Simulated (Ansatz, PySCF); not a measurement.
F3Fe, SMILES [F][Fe-]([F])[F] (connectivity only; charge and spin as stated), charge -1, multiplicity 5. Atoms are numbered in the order given.

```xyz
4

Fe     0.0000     0.0000     0.1658
F      1.6006     0.9241     0.1657
F     -1.6006     0.9241     0.1657
F      0.0000    -1.8481     0.1657
```
Charge -1, spin multiplicity 5.

The structure is a stationary point at r2SCAN-D4/def2-SVPD. The multiplicity is an assumed one; other spin states were not compared.

Two levels are set side by side: PBE-D3(BJ)/def2-SVPD (Ansatz, a first-principles code) and r2SCAN-D4/def2-SVPD (Ansatz). Each level has its own optimised geometry; the coordinates shown are those of the second. Frequencies come from the Hessian of PySCF at each geometry. Differences are taken from unrounded values.

```json
[
 {"quantity": "mean bond length (Å)", "r2SCAN-D4": "1.848"},
 {"quantity": "bond Fe1–F2 (Å)", "r2SCAN-D4": "1.848"},
 {"quantity": "bond Fe1–F3 (Å)", "r2SCAN-D4": "1.848"},
 {"quantity": "bond Fe1–F4 (Å)", "r2SCAN-D4": "1.848"},
 {"quantity": "highest harmonic wavenumber (cm⁻¹)", "r2SCAN-D4": "570"},
 {"quantity": "mean harmonic wavenumber (cm⁻¹)", "r2SCAN-D4": "347"},
 {"quantity": "zero-point energy (kcal/mol)", "r2SCAN-D4": "2.98"}
]
```

Question: What does PBE-D3(BJ) give, and how far is it from r2SCAN-D4? (Estimate from the structure and the level; the computed values follow.)

Answer: 
```csv
quantity,PBE-D3(BJ),PBE-D3(BJ) minus r2SCAN-D4
mean bond length (Å),1.862,0.014
bond Fe1–F2 (Å),1.862,0.013
bond Fe1–F3 (Å),1.862,0.013
bond Fe1–F4 (Å),1.862,0.014
highest harmonic wavenumber (cm⁻¹),537,-34
mean harmonic wavenumber (cm⁻¹),329,-18
zero-point energy (kcal/mol),2.83,-0.15
```
